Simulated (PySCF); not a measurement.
A structure optimised at PBE0-D3(BJ)/def2-SVP, used in a PySCF frequency run:

```
C
H 1 1.1023
H 1 1.1056 2 106.26
C 1 1.5260 2 110.41 3 -118.13
H 4 1.1023 1 110.41 2 59.05
H 4 1.1056 5 106.26 1 118.13
C 4 1.5260 5 110.41 6 118.13
H 7 1.1023 4 110.41 5 -59.05
H 7 1.1056 8 106.26 4 -118.13
C 1 1.5260 2 110.41 3 118.13
H 10 1.1023 1 110.41 2 -59.05
H 10 1.1056 11 106.26 1 -118.13
C 10 1.5260 11 110.41 12 -118.13
H 13 1.1023 10 110.41 11 59.05
H 13 1.1056 14 106.26 10 118.13
C 7 1.5260 8 110.41 9 -118.13
H 16 1.1023 7 110.41 8 59.05
H 16 1.1056 17 106.26 7 118.13
```

**Question.** Write its SMILES, formula and point group.

**Answer.** C1CCCCC1, C6H12, D3d

**Question.** What are its rotational constants (standard atomic weights)?

**Answer.** 4.3257, 4.3257, 2.4715 GHz
